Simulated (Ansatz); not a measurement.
Method: Ansatz (a quantum-chemistry and plane-wave program) with frozen-core CCSD(T)/def2-TZVPP // B3LYP-D3(BJ)/def2-TZVP. The geometry is that of the parent before the electron was removed.

Ansatz 0.2 input:
```yaml
crystal:
  periodic: [false, false, false]
  atoms:
    - { symbol: I, position_ang: [-2.1068, -1.063124, -0.421717] }
    - { symbol: Al, position_ang: [-0.002874, 0.233441, -0.391982] }
    - { symbol: I, position_ang: [2.131478, -0.942301, -0.805074] }
    - { symbol: H, position_ang: [-0.021809, 1.771981, -0.116407] }
basis:
  gaussian: { orbitals: def2-TZVPP }
correlation:
  method: ccsd_t
total_charge: 1
magnetization:
  spin_polarized: true
  initial_magnetization: 1
```

Output:

```
Functional definition: HF
1288 factors; integrals over basis functions are off by at most 1.9e-3 eV
mean field evaluation 1: about -22736.0818 eV, gradient 1.2e1 eV
mean field evaluation 2: about -22736.0893 eV, gradient 1.2e1 eV
mean field evaluation 4: about -22737.4063 eV, gradient 2.2e0 eV
mean field evaluation 8: about -22737.4941 eV, gradient 2.5e-1 eV
mean field evaluation 16: about -22737.5024 eV, gradient 1.4e-2 eV
mean field evaluation 32: about -22738.3467 eV, gradient 2.2e-6 eV
mean field evaluation 64: about -22737.5204 eV, gradient 5.6e-1 eV
mean field evaluation 96: about -22738.0781 eV, gradient 5.2e-2 eV
mean field evaluation 128: about -22737.0379 eV, gradient 6.9e0 eV
mean field evaluation 160: about -22738.1208 eV, gradient 8.9e-3 eV
mean field evaluation 192: about -22738.3459 eV, gradient 2.8e-1 eV
mean field evaluation 224: about -22738.1367 eV, gradient 7.0e-1 eV
mean field evaluation 256: about -22737.8113 eV, gradient 3.2e-2 eV
mean field evaluation 288: about -22738.1208 eV, gradient 1.3e-2 eV
mean field evaluation 320: about -22737.0132 eV, gradient 1.0e0 eV
mean field evaluation 352: about -22733.9987 eV, gradient 3.5e0 eV
mean field evaluation 384: about -22734.2672 eV, gradient 1.2e-2 eV
mean field evaluation 416: about -22738.0317 eV, gradient 1.8e0 eV
mean field evaluation 448: about -22737.1607 eV, gradient 1.4e-1 eV
mean field evaluation 480: about -22736.8797 eV, gradient 2.7e0 eV
mean field evaluation 512: about -22737.8111 eV, gradient 1.4e-3 eV
mean field evaluation 544: about -22736.1741 eV, gradient 1.8e0 eV
mean field evaluation 576: about -22737.3216 eV, gradient 2.5e0 eV
mean field evaluation 608: about -22736.9444 eV, gradient 1.5e0 eV
mean field evaluation 640: about -22738.0778 eV, gradient 4.8e-2 eV
mean field evaluation 672: about -22737.5024 eV, gradient 1.5e-3 eV
mean field evaluation 704: about -22735.8112 eV, gradient 2.2e-2 eV
mean field evaluation 736: about -22738.0779 eV, gradient 3.6e-2 eV
mean field evaluation 768: about -22736.4702 eV, gradient 7.9e-2 eV
mean field evaluation 800: about -22738.3209 eV, gradient 9.6e-1 eV
mean field evaluation 832: about -22736.6697 eV, gradient 1.0e1 eV
mean field evaluation 864: about -22735.4429 eV, gradient 8.7e0 eV
mean field evaluation 896: about -22734.2672 eV, gradient 3.2e-4 eV
mean field evaluation 928: about -22734.3857 eV, gradient 2.1e-2 eV
mean field -22738.34670413 eV, -835.6188287717 hartree, gradient 2.3e-6 eV, S^2 0.761272; 24 other end points of the search recorded, 0 dependent functions left out
determinant -22738.34670413 eV, -835.6188287717 hartree, with singles and doubles -22765.21721257 eV, -836.6063017434 hartree
determinant -22738.12083682 eV, -835.6105283012 hartree, with singles and doubles -22764.97158453 eV, -836.5972750796 hartree
determinant -22738.07796287 eV, -835.6089527125 hartree, with singles and doubles -22765.24271660 eV, -836.6072389992 hartree
determinant -22737.81105544 eV, -835.5991440457 hartree, with singles and doubles -22764.95679512 eV, -836.5967315787 hartree
determinant -22737.50241534 eV, -835.5878017309 hartree, with singles and doubles -22764.80324192 eV, -836.5910886028 hartree
determinant -22737.16040898 eV, -835.5752332290 hartree, with singles and doubles -22764.42786604 eV, -836.5772937937 hartree
determinant -22736.47019560 eV, -835.5498683553 hartree, with singles and doubles -22763.62349128 eV, -836.5477335665 hartree
determinant -22735.81124491 eV, -835.5256523642 hartree, with singles and doubles -22763.14154209 eV, -836.5300222602 hartree
determinant -22738.34670413 eV, -835.6188287717 hartree, with singles and doubles -22765.16042529 eV, -836.6042148495 hartree
determinant -22738.12083682 eV, -835.6105283012 hartree, with singles and doubles -22764.91602349 eV, -836.5952332488 hartree
determinant -22738.07796287 eV, -835.6089527125 hartree, with singles and doubles -22765.18700206 eV, -836.6051915277 hartree
determinant -22738.34670413 eV, -835.6188287717 hartree, with singles and doubles -22765.19062779 eV, -836.6053247710 hartree
determinant -22738.12083682 eV, -835.6105283012 hartree, with singles and doubles -22764.95392174 eV, -836.5966259839 hartree
determinant -22738.07796287 eV, -835.6089527125 hartree, with singles and doubles -22765.18684760 eV, -836.6051858513 hartree
determinant -22737.81105544 eV, -835.5991440457 hartree, with singles and doubles -22764.95562222 eV, -836.5966884755 hartree
determinant -22737.50241534 eV, -835.5878017309 hartree, with singles and doubles -22764.80253099 eV, -836.5910624767 hartree
13 core orbitals not correlated
reference -22738.34670413 eV, -835.6188287717 hartree; 19, 18 occupied and 124, 125 virtual orbitals, 1288 factors
second order -27.96312635 eV of doubles, -0.00000000 eV of singles
cycle   1  -26.84392944 eV  change   -5.8e-6 eV  update   2.4e-6
perturbative correction -0.62520747 eV, -0.0229759508 hartree
Total energy: -22765.81584104 eV, -836.6283009340 hartree
```

Cost: about 50 core-minutes (a rough figure).
